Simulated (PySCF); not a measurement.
## An isoelectronic set: 66 electrons

PBE0 in PySCF with x2c-TZVPPall on every atom, spin-free X2C, for the lowest determinant that a PBE0 search found; no spin–orbit coupling. All have 66 electrons, 10 of them in the valence shells, and the same state, a singlet (closed shell). For ions De leads to the atom and ion picked by measured ionisation energies and electron affinities.

| species | difference of nuclear charges | Re (Å) | ωe (cm⁻¹) | k (mdyn/Å) | De (eV) | dissociates to | Mayer bond order |
| --- | --- | --- | --- | --- | --- | --- | --- |
| As2 | 0 | 2.086 | 463 | 4.73 | 3.69 | As + As | 2.94 |
| GeSe | 2 | 2.135 | 415 | 3.89 | 5.08 | Ge + Se | 2.38 |
| SnS | 34 | 2.205 | 504 | 3.78 | 4.99 | Sn + S | 2.24 |
| SbP | 36 | 2.183 | 547 | 4.34 | 3.45 | Sb + P | 2.94 |

(1) Which member of the whole set has the stiffest bond, and how does it compare with the softest?

Spin–orbit coupling is left out, which matters for elements this heavy, above all for dissociation energies.

Answers

(1) As2 with k = 4.73 mdyn/Å, 1.3 times that of SnS.
